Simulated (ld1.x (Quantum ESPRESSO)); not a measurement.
# tungsten (W): variants of one TM semilocal potential

Base potential:

| Quantity | Value |
| --- | --- |
| Element | tungsten |
| Generator | ld1.x (Quantum ESPRESSO) 7.5 |
| Type | norm-conserving Troullier–Martins (semilocal form) |
| Functional | PBEsol |
| Relativity | scalar-relativistic |
| Frozen core | [Xe] |
| Valence charge | 20 |
| Reference configuration | 4f14 5d5 6s1 6p0 |
| Partial waves | 6p (bound, empty): rc 2.90 bohr; 5d (bound): rc 1.80 bohr; 4f (bound): rc 0.95 bohr; 6s (bound): rc 2.65 bohr |
| Local potential | the s channel |
| Core correction | a·sin(br)/r model core inside 0.60 bohr |

All-electron outer shells of the reference configuration (PBEsol, scalar-relativistic, ld1.x):

```tsv
shell	level (eV)	outermost node (bohr)	outermost maximum (bohr)
5s	-77.17	0.53	0.96
5p	-41.42	0.57	1.09
4f	-31.27	–	0.43
6s	-5.18	1.28	2.71
5d	-3.34	0.63	1.52
6p	-1.10	1.55	3.89
```

Cutoffs, loose and tight: the cutoffs (Ry, on a coarse ladder) from which the occupation-weighted sum of valence levels, in a spherical-Bessel basis at the reference potential, stays within 10 and 1 mRy of its value at 400 Ry. They do not see the model core or the augmentation charge, which bear on the density cutoff. Test errors are all-electron minus pseudo excitation energies from the reference, over the configurations 4f14 5d4 6s2 6p0; 4f14 5d4 6s1 6p0; 4f14 5d4 6s0 6p0; 4f14 5d4 6s0 6p1; 4f14 5d5 6s0 6p0; 4f14 5d4 6s1 6p1; 4f14 5d4 6s1.5 6p0. A dash means not determined; rows that change the core or the reference have their own tests.

A true bound ghost makes a file unfit for plane-wave use even where its test errors are small: the radial tests pick states by their node count and pass the ghost by.

Cutoffs are not given where the Bessel-basis levels miss the radial ones by over 6 mRy, ghosts where they miss by over 20 mRy; a channel whose overlap is not positive is not tested.

In the semilocal form every listed channel keeps its own potential, so the choice of the local channel does not act on these tests. It acts once the file is put into the separable form.

A semilocal file is local in each channel, so a ghost entry of none says nothing of the separable form that plane-wave codes build from it.

On the changes marked as counting shells twice: ld1.x takes every shell without a wave as core, so the model core holds the marked electrons as well and exchange and correlation see them twice. This cancels in the reference configuration, but the file is broken for other ones, and its errors say nothing about a proper core correction.

```tsv
change	outcome	cutoff, loose	cutoff, tight	bound ghosts	largest test error (meV)
base	generated	–	–	not determined	-37
core [Kr] 4d10 4f14, valence charge 14; reference 5s2 5p6 5d4 6s2 6p0; waves now 5s (bound): rc 1.30 bohr; 5p (bound): rc 1.95 bohr; 5f channel at -0.15 Ry: rc 2.50 bohr; 5d (bound): rc 2.30 bohr; local potential the d channel; core correction a·sin(br)/r model core inside 1.10 bohr (6s counted twice)	generated, misses its reference levels by 0.26 eV	90 Ry	160 Ry	none	-2042
local potential the p channel	generated	–	–	not determined	-37
wave 4f (bound): rc 0.95 bohr becomes 4f (bound): rc 1.18 bohr	generated	–	–	none	-37
functional PBE	generated	–	–	not determined	-37
wave 5d (bound): rc 1.80 bohr becomes 5d (bound): rc 1.70 bohr	generated	–	–	not determined	-37
wave 6p (bound): rc 2.90 bohr becomes 6p (bound): rc 4.46 bohr	generated	–	–	not determined	-36
```

Question: What comes out with this change to the base: type PAW, which also changes the form from semilocal to separable; waves now 6s (bound): rcut 2.30, rcutus 2.65 bohr; 6s channel at 4.6 Ry: rcut 2.30, rcutus 2.65 bohr; 6p (bound): rcut 2.50, rcutus 2.90 bohr; 6p channel at 0.75 Ry: rcut 2.50, rcutus 2.90 bohr; 5d (bound): rcut 1.55, rcutus 1.80 bohr; 5d channel at 0.45 Ry: rcut 1.55, rcutus 1.80 bohr; 4f (bound): rcut 0.85, rcutus 0.95 bohr; 4f channel at -1.5 Ry: rcut 0.85, rcutus 0.95 bohr; local potential all-electron potential smoothed inside 1.05 bohr (lloc = -2); augmentation GAUSS, radius 0.90 bohr?

Answer: outcome: generated; cutoff, loose: 230 Ry; cutoff, tight: over 300 Ry; bound ghosts: s, p; largest test error (meV): +49.
